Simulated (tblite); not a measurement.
Species: C2H5F3GeO3S.
Z-matrix (Å and degrees, GFN2-xTB geometry), rows numbered from 1:
```
O 
S   1  1.4261
O   2  1.4363  1  118.55
C   2  1.8312  1  113.72  3  -128.34
O   4  1.3461  2  108.23  1   177.05
Ge  5  1.8210  4  127.41  2   -40.57
C   2  1.9038  1  106.03  3   118.32
F   7  1.3325  2  108.42  1    68.13
F   7  1.3219  2  110.85  1   -51.61
F   7  1.3306  2  111.39  1  -172.95
H   4  1.0962  2  104.02  1    54.45
H   4  1.0935  2  106.49  1   -62.35
H   6  1.4946  5  109.79  4   -48.45
H   6  1.5036  5   92.46  4  -162.36
H   6  1.4902  5  113.36  4    83.71
```

Computed values, GFN2-xTB/tblite, gas phase, harmonic and unscaled. The method is semi-empirical: single wavenumbers can be off by several per cent or more. Modes of hydrogen on germanium can be 10 to 20 % off. One conformer, not necessarily the lowest.

Harmonic wavenumbers (cm⁻¹): 27.2, 58.2, 102.5, 132.1, 138.7, 146.3, 194.0, 226.5, 273.4, 284.4, 308.3, 370.8, 416.6, 438.5, 473.1, 477.0, 510.4, 579.5, 633.2, 648.1, 703.7, 760.1, 788.4, 847.0, 858.9, 1065.3, 1090.9, 1104.3, 1142.6, 1151.4, 1166.5, 1203.7, 1276.5, 1433.3, 1966.9, 2041.0, 2080.3, 2891.0, 2935.2.

A = 1441, B = 580.1, C = 527.5 MHz; mass 239.912 u (most abundant isotopes); point group C1, symmetry number 1.

**Question.** Zero-point energy?

**Answer.** ½Σν̃ = 16473 cm⁻¹ = 47.10 kcal/mol.

**Question.** What is S at 200 K and 1 bar for an ideal gas of classical rigid rotors and harmonic oscillators?

**Answer.** Translation 40.37, rotation 29.78, vibration 25.91: S = 96.1 cal/(mol K).

**Question.** And Cp and H(200 K) − H(0)?

**Answer.** Cp = 35.00 cal/(mol K), of which vibrations give 27.05 (their classical limit is 39 R = 77.5); H(200 K) − H(0) = 4.37 kcal/mol without the zero-point energy, 2.78 from vibrations.

**Question.** What must be added to the electronic energy to get the Gibbs energy at 200 K and 1 bar?

**Answer.** ZPE + [H(200 K) − H(0)] − T·S = 47.10 + 4.37 − 19.21 = 32.26 kcal/mol.

**Question.** How do the functions run with temperature in this model?

**Answer.** 
```
 T (K)  S (cal/(mol K))  Cp (cal/(mol K))  H − H(0) (kcal/mol)  G − H(0) (kcal/mol)  ln q(vib)
    50             63.9              14.7                 0.54                -2.65       0.93
   100             76.5              22.3                 1.48                -6.18       2.56
298.15            112.0              44.9                 8.31               -25.07       9.42
373.15            122.7              51.0                11.91               -33.88      11.89
   500            138.8              58.9                18.91               -50.49      15.85
   750            164.7              68.5                34.97               -88.57      22.84
  1000            185.2              74.0                52.84              -132.40      28.89
```

q(vib) and H(0) count from the zero-point level.

Hindered rotation and anharmonicity are outside this model. Other conformers, if any are populated, would add a mixing term that is left out. The structure is chiral; the term R ln 2 for an equal mix with its mirror image is left out.
